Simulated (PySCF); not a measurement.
Mayer bond orders and bond lengths

Species: C₄H₁₄Si₄.
SMILES with atom numbers: `[CH3:1][C:2]#[C:3][SiH2:4][Si@@H:5]([SiH3:6])[SiH2:7][CH3:8]` (hydrogens: H9, H10, H11 on C1; H12, H13 on Si4; H14 on Si5; H15, H16, H17 on Si6; H18, H19 on Si7; H20, H21, H22 on C8)

Cartesian coordinates in Å at the PBE0-D3(BJ)/def2-SVP level; atoms count from 1:
```xyz
22
C4H14Si4 angstrom
C      3.2199   -2.0663   -1.3980
C      2.3987   -0.8750   -1.2962
C      1.7062    0.1257   -1.2086
Si     0.6222    1.5811   -0.9854
Si    -0.6710    1.2712    0.9466
Si    -2.1719    3.0608    1.1461
Si    -1.8538   -0.7439    0.7303
C     -0.6900   -2.2189    0.6016
H      4.1896   -1.9190   -0.8972
H      3.4170   -2.3237   -2.4506
H      2.7229   -2.9282   -0.9247
H      1.4504    2.8229   -0.8965
H     -0.2940    1.7070   -2.1613
H      0.2368    1.2273    2.1402
H     -3.0312    3.1062   -0.0785
H     -1.4500    4.3657    1.2668
H     -3.0557    2.8911    2.3411
H     -2.6964   -0.6270   -0.5036
H     -2.7828   -0.9017    1.8954
H     -0.0813   -2.3073    1.5145
H     -0.0090   -2.0874   -0.2527
H     -1.2557   -3.1538    0.4680
```

Bond orders from the PBE0/pcSseg-1 density (PySCF). One conformer (not necessarily the lowest) at the PBE0-D3(BJ)/def2-SVP geometry, without solvent, vibrations or thermal averaging.

Where do the orders between heavy atoms depart from those drawn in the SMILES?

The largest departure is 0.484, at C2–C3 (drawn triple, 2.516). Drawn single, order above 1.12: C1–C2 (1.182). Drawn single, order below 0.88: Si4–Si5 (0.857) and Si5–Si7 (0.878). Drawn double or triple, more than 0.30 short of the drawn order: C2–C3 (2.516).

Give the Mayer order of every bond, beside its length.

```json
{"bond": "C1–C2", "drawn as": "single", "length (Å)": "1.451", "Mayer order": "1.182"}
{"bond": "C2–C3", "drawn as": "triple", "length (Å)": "1.220", "Mayer order": "2.516"}
{"bond": "C3–Si4", "drawn as": "single", "length (Å)": "1.828", "Mayer order": "1.007"}
{"bond": "Si4–Si5", "drawn as": "single", "length (Å)": "2.345", "Mayer order": "0.857"}
{"bond": "Si5–Si6", "drawn as": "single", "length (Å)": "2.344", "Mayer order": "0.885"}
{"bond": "Si5–Si7", "drawn as": "single", "length (Å)": "2.347", "Mayer order": "0.878"}
{"bond": "Si7–C8", "drawn as": "single", "length (Å)": "1.883", "Mayer order": "0.960"}
{"bond": "C1–H9", "drawn as": "single", "length (Å)": "1.101", "Mayer order": "0.923"}
{"bond": "C1–H10", "drawn as": "single", "length (Å)": "1.101", "Mayer order": "0.922"}
{"bond": "C1–H11", "drawn as": "single", "length (Å)": "1.102", "Mayer order": "0.919"}
{"bond": "Si4–H12", "drawn as": "single", "length (Å)": "1.495", "Mayer order": "0.925"}
{"bond": "Si4–H13", "drawn as": "single", "length (Å)": "1.496", "Mayer order": "0.920"}
{"bond": "Si5–H14", "drawn as": "single", "length (Å)": "1.500", "Mayer order": "0.919"}
{"bond": "Si6–H15", "drawn as": "single", "length (Å)": "1.497", "Mayer order": "0.923"}
{"bond": "Si6–H16", "drawn as": "single", "length (Å)": "1.496", "Mayer order": "0.928"}
{"bond": "Si6–H17", "drawn as": "single", "length (Å)": "1.496", "Mayer order": "0.931"}
{"bond": "Si7–H18", "drawn as": "single", "length (Å)": "1.499", "Mayer order": "0.925"}
{"bond": "Si7–H19", "drawn as": "single", "length (Å)": "1.498", "Mayer order": "0.935"}
{"bond": "C8–H20", "drawn as": "single", "length (Å)": "1.101", "Mayer order": "0.955"}
{"bond": "C8–H21", "drawn as": "single", "length (Å)": "1.100", "Mayer order": "0.940"}
{"bond": "C8–H22", "drawn as": "single", "length (Å)": "1.101", "Mayer order": "0.956"}
```

By pair of heavy elements: C–C: lowest C1–C2 (1.182, 1.451 Å), highest C2–C3 (2.516, 1.220 Å). C–Si: lowest Si7–C8 (0.960, 1.883 Å), highest C3–Si4 (1.007, 1.828 Å). Si–Si: lowest Si4–Si5 (0.857, 2.345 Å), highest Si5–Si6 (0.885, 2.344 Å).

Sum the orders of all bonds at each heavy atom with more than one neighbour and set the sums beside the valence in the SMILES.

C1 3.946 (drawn 4), C2 3.698 (drawn 4), C3 3.523 (drawn 4), Si4 3.709 (drawn 4), Si5 3.539 (drawn 4), Si6 3.667 (drawn 4), Si7 3.698 (drawn 4), C8 3.811 (drawn 4). Orders between atoms that aren't bonded are not in these sums.

Mayer orders depend on the basis set.

These values come from a run that also computed NMR shieldings. The run took 2.3 min on Intel Xeon at 2.50 GHz, one thread (shared host), and the process peaked at 1.1 GiB of memory.
